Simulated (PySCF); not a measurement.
# [Zr(F)3(Br)] (charge 0, multiplicity 1)

Calculation: TPSSh-D3(BJ)/def2-TZVP // r2SCAN-D4/def2-SVP (PySCF).

The HOMO is -8.58 eV. The dipole moment comes out as 0.05 D and the HOMO–LUMO gap comes out as 6.22 eV. The LUMO is -2.35 eV, the charge on the central atom (Mulliken) comes out as 1.70 e and the total energy is -2921.1139 Ha. The cost is about 5 core-minutes (a rough figure).

Bond lengths (Å): Zr1–F2 1.894, Zr1–F3 1.894, Zr1–F4 1.894, Zr1–Br5 2.502. Bond angles (°): F2–Zr1–F3 108.8, F2–Zr1–F4 108.8, F2–Zr1–Br5 110.1, F3–Zr1–F4 108.8, F3–Zr1–Br5 110.1, F4–Zr1–Br5 110.1.
